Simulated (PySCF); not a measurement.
TDDFT excited states: C7H4ClF3

Species: 4-chlorobenzotrifluoride, C₇H₄ClF₃.
InChI=1S/C7H4ClF3/c8-6-3-1-5(2-4-6)7(9,10)11/h1-4H

Method: TDDFT wB97X-D/def2-SVPD, vertical, gas phase, core orbitals frozen in the response (PySCF). Isolated species at its PBE0-D3(BJ)/def2-SVP geometry, gas phase. Torsions of this conformer, `[F:1][C:2]([F:3])([F:4])[c:5]1[cH:6][cH:7][c:8]([Cl:9])[cH:10][cH:11]1`: F1–C2–C5–C6 -99°.

| state | λ (nm) | E (eV) | f | \|μ\| (D) | main configurations (H = HOMO, L = LUMO) |
| --- | --- | --- | --- | --- | --- |
| S1 | 233.6 | 5.31 | 0.0002 | 0.09 | H→L+1 (55%), H-1→L (42%) |
| S2 | 211.1 | 5.87 | 0.150 | 2.60 | H→L (81%), H-1→L+1 (17%) |
| S3 | 183.3 | 6.76 | 0.354 | 3.71 | H-1→L (53%), H→L+1 (42%) |
| S4 | 179.0 | 6.93 | 0.685 | 5.11 | H-1→L+1 (78%), H→L (16%) |
| S5 | 178.4 | 6.95 | 0.0067 | 0.50 | H→L+2 (72%), H→L+3 (10%) |
| S6 | 172.9 | 7.17 | 0.0000 | 0.02 | H-2→L (92%) |

The lowest singlet comes at 234 nm (512 kJ/mol) in the ultraviolet; it is dark (f under 0.0005); its leading configuration is HOMO→LUMO+1 (55%). The most intense listed level is S4 at 6.93 eV (179 nm, f = 0.685), 1.62 eV above S1. Löwdin shares by element: HOMO carbon 47% or more, chlorine 26% (atoms not listed hold the other 27%); LUMO carbon 63% or more (atoms not listed hold the other 37%). The listed states span 1.86 eV, and the widest gap between neighbours is 0.89 eV (S2 to S3). Orbital energies (eV): HOMO-3 -12.08, HOMO-2 -11.28, HOMO-1 -10.03, HOMO -9.48, LUMO 0.35, LUMO+1 0.62, LUMO+2 1.97. The oscillator strengths of these states sum to 1.196; summed over the whole spectrum of an exact calculation they would give the number of electrons, 90 (Thomas–Reiche–Kuhn). Only the lowest 6 singlets were computed, as vertical energies without vibronic structure.
